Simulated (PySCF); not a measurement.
Correlation energy of Pb (lead, neutral)

[Xe] 4f14 5d10 6s1 6p3, 6s spin antiparallel (an excited configuration). Calculation: PySCF 2.14, in x2c-TZVPPall; scalar relativity by spin-free X2C-1e. Frozen: [Xe] 4f14 5d10; 4 electrons correlated.

MP2 pair energies summed by pair of shells (mhartree):

| pair | energy | share (%) |
| --- | --- | --- |
| 6s-6p | -52.97 | 83.0 |
| 6p-6p | -10.88 | 17.0 |

Total MP2 correlation energy: -63.84 mhartree.

Same-spin part -10.88 and opposite-spin part -52.97 mhartree; SCS-MP2 scales them by 1/3 and 6/5 to -67.18 mhartree.

Spin-orbit coupling is strong in this species, so the high-spin LS determinant is a model state.
